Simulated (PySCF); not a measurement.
## Trend along group 13: MN molecules

CCSD(T) with triple-zeta basis sets in PySCF, for the lowest determinant that a PBE0 search found; no spin–orbit coupling. De refers to high-spin ground-configuration atoms.

```
 M         basis  reference, frozen orbitals  state (unpaired electrons)  Re (Å)  ωe (cm⁻¹)  De (eV)
 B    def2-TZVPP                      UHF, 2          triplet (σ ↑, π ↑)   1.333       1528     4.21
In  x2c-TZVPPall                     UHF, 19              triplet (π ↑↑)   2.212        448     1.57
Tl  x2c-TZVPPall                    ROHF, 35              triplet (π ↑↑)   2.316        393     1.33
```

The shortest bond is that of BN (1.333 Å), the longest that of TlN (2.316 Å). BN is bound most strongly (4.21 eV) and TlN least (1.33 eV).

The rows differ in basis set, which adds steps of its own.

The state changes along the series, so neighbouring rows are not always alike in their bonding.

Correlated steps freeze the inner cores (2 to 35 orbitals); shallow outer-core shells are correlated. UHF and ROHF references stand side by side, which adds small steps between rows. Spin–orbit coupling is left out, which matters for elements this heavy, above all for dissociation energies. The CCSD T1 diagnostic is raised in BN, a sign that a single reference may not be enough there. States were picked by a PBE0 search and need not be the measured ground states.
